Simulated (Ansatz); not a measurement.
Here is a job for Ansatz (a first-principles code).
Ansatz 0.2 input:
```yaml
crystal:
  periodic: [false, false, false]
  atoms:
    - {symbol: Ge, position_ang: [-0.00000000, -0.00000000, -0.74753997]}
    - {symbol: Cl, position_ang: [0.00000000, 0.00000000, 1.40713406]}
basis:
  gaussian:
    orbitals: pc-1.json
hamiltonian:
  xc: b3lyp
magnetization: {spin_polarized: true, initial_magnetization: 1}
```
The basis file holds pc-1 in the JSON format of the Basis Set Exchange.

Question: What does this run give for the total energy, number of basis functions, <S^2>?

Answer: 
| Quantity | Value |
|---|---|
| total energy | -2537.1980 Eh |
| number of basis functions | 45 |
| <S^2> | 0.752 |
